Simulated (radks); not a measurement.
Values are calculated unless marked as measured or tabulated.
Initial-state core-level shifts of the ytterbium ion Yb3+ when its valence configuration changes from [Xe] 4f13. Level of theory: scalar-relativistic Kohn-Sham, PBE, spin-unpolarised, spherical densities, finite nucleus; Fermi nuclear charge, rms radius 5.3108 fm (a radial shooting solver on a logarithmic mesh with Libxc functionals). Shifts are changes of the shell-averaged eigenvalues in eV (positive: less bound); the change of the density at the nucleus, which sets a Mossbauer isomer shift, is in e/bohr^3, on a base of 1.085e+06.

[
 {"valence": "4f12 5d1", "2s": "-8.634", "2p": "-8.544", "3s": "-9.625", "5s": "-4.428", "density at nucleus": "+45.7"},
 {"valence": "4f12 6s1", "2s": "-12.009", "2p": "-11.917", "3s": "-12.909", "5s": "-7.609", "density at nucleus": "+146.4"},
 {"valence": "4f11 6p2", "2s": "-28.028", "2p": "-27.821", "3s": "-29.985", "5s": "-18.027", "density at nucleus": "+119.7"},
 {"valence": "4f12 6p1", "2s": "-13.342", "2p": "-13.249", "3s": "-14.237", "5s": "-8.918", "density at nucleus": "+55.0"},
 {"valence": "4f10.5 6s0.5 6p2", "2s": "-35.188", "2p": "-34.919", "3s": "-37.734", "5s": "-22.013", "density at nucleus": "+209.9"},
 {"valence": "4f10 5d1 6p2", "2s": "-38.593", "2p": "-38.260", "3s": "-41.898", "5s": "-22.582", "density at nucleus": "+178.4"},
 {"valence": "4f12.5 6p0.5", "2s": "-6.486", "2p": "-6.442", "3s": "-6.911", "5s": "-4.420", "density at nucleus": "+26.2"},
 {"valence": "4f10.5 5d0.5 6p2", "2s": "-33.222", "2p": "-32.954", "3s": "-35.833", "5s": "-20.310", "density at nucleus": "+148.4"}
]
